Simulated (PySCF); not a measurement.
This PySCF input asks for the NMR shieldings of `C=NB(N)N`, CH6BN3; the geometry comes from GFN2-xTB.

```python
import basis_set_exchange as bse
import numpy as np
from pyscf import gto, dft
from pyscf.prop import nmr

atoms = """
C     1.915702   -0.745050   -0.162151
N     0.754435   -0.541276   -0.548132
B    -0.424237    0.112392   -0.067837
N    -1.387890   -0.627982    0.651152
N    -0.656362    1.462799   -0.408556
H     2.331324   -0.400788    0.796116
H     2.606616   -1.304799   -0.793422
H    -2.302588   -0.271588    0.857547
H    -1.278688   -1.601554    0.863033
H    -0.018182    2.000190   -0.964138
H    -1.534705    1.920326   -0.249575
"""
names = dict.fromkeys(["C", "N", "B", "H"], "pcSseg-1")
basis = {el: gto.basis.parse(bse.get_basis(n, elements=[el], fmt="nwchem")) for el, n in names.items()}
mol = gto.M(atom=atoms, basis=basis, charge=0, verbose=0)
mf = dft.RKS(mol, xc="PBE0")
mf.grids.level = 2
mf.grids.alignment = dft.numint.BLKSIZE   # the property module wants whole blocks of grid points
mf.conv_tol = 1e-9
mf.kernel()

calc = nmr.RKS(mf)   # GIAO
C = mf.mo_coeff
Co = C[:, mf.mo_occ > 0]
resp = mf.gen_response(singlet=True, hermi=2)
def vind(x):   # induced exchange potential for any number of trial vectors
    d = np.einsum("pi,xij,qj->xpq", C, 2 * x.reshape(-1, C.shape[1], Co.shape[1]), Co, optimize=True)
    return np.einsum("xpq,pi,qj->xij", resp(d - d.transpose(0, 2, 1)), C, Co, optimize=True).ravel()
mo1, _ = nmr.rhf.solve_mo1(calc, with_cphf=vind)
sigma = calc.kernel(mo1)
for i, s in enumerate(sigma):   # ppm
    w = np.linalg.eigvalsh((s + s.T) / 2)
    print("%2d %-2s iso %8.1f  s11 %8.1f  s22 %8.1f  s33 %8.1f" % (i, mol.atom_pure_symbol(i), w.mean(), *w))
```

Q: What are the results?

A: 
```
 0 C  iso     29.7  s11    -56.9  s22     16.3  s33    129.6
 1 N  iso   -173.7  s11   -571.7  s22   -190.7  s33    241.1
 2 B  iso     77.5  s11     47.3  s22     73.6  s33    111.6
 3 N  iso    223.2  s11    199.0  s22    214.6  s33    256.0
 4 N  iso    223.1  s11    198.9  s22    214.6  s33    256.0
 5 H  iso     23.3  s11     21.8  s22     22.1  s33     25.9
 6 H  iso     23.6  s11     22.1  s22     23.6  s33     25.1
 7 H  iso     30.3  s11     24.1  s22     27.5  s33     39.2
 8 H  iso     30.3  s11     24.1  s22     27.0  s33     39.8
 9 H  iso     30.3  s11     24.1  s22     27.0  s33     39.8
10 H  iso     30.3  s11     24.1  s22     27.5  s33     39.3
```

These numbers come from an equivalent density-fitted implementation of the same equations, which agrees with the script to about 0.01 ppm for H and up to a few tenths of a ppm for heavy atoms, so last digits may differ.

Size and cost of the density-fitted run: 115 basis functions, 7.4 s wall time on 1 thread of an Intel Xeon Platinum 8488C, shared host; peak memory 0.52 GiB.
